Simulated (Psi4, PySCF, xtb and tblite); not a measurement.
Relaxed torsion scan: SMILES OB(O)[SiH2][SiH2]Cl. Scanned: dihedral H7–O1–B2–Si4; all other coordinates were relaxed at GFN2-xTB. Points at φ and −φ are mirror images. Heavy atoms are numbered in the order of the SMILES OB(O)[SiH2][SiH2]Cl, hydrogens after them in the order of the atoms that carry them; the mirror image has the same energies with the sign of each dihedral reversed.

Methods: RKS-B3LYP/6-311+G** = restricted B3LYP/6-311+G**, spherical d, density fitting // GFN2-xTB run with PySCF; GFN2-xTB (xtb and tblite); HF/cc-pVTZ // GFN2-xTB (Psi4); MP2/cc-pVTZ = DF-MP2 (frozen core)/cc-pVTZ // GFN2-xTB in Psi4 1.11.

Energies relative to the lowest point of each profile, in kcal/mol:

```
φ / °  RKS-B3LYP/6-311+G**  GFN2-xTB  HF/cc-pVTZ
-----  -------------------  --------  ----------
-160                   5.0       1.0         3.2
-140                   6.8       3.0         5.3
-80                    8.6       8.4         7.8
-60                    5.5       5.3         5.3
-40                    2.4       2.4         2.4
0                      0.0       0.0         0.0
20                     0.6       0.6         0.6
40                     2.4       2.4         2.4
80                     8.6       8.4         7.8
120                    9.1       6.0         7.8
140                    6.8       3.0         5.3
180                    4.5       0.5         2.6
```

### Question
Predict the corresponding MP2/cc-pVTZ column.

### Answer
-160: 4.9; -140: 6.7; -80: 9.1; -60: 5.8; -40: 2.6; 0: 0.0; 20: 0.6; 40: 2.6; 80: 9.1; 120: 9.1; 140: 6.7; 180: 4.5 (kcal/mol).
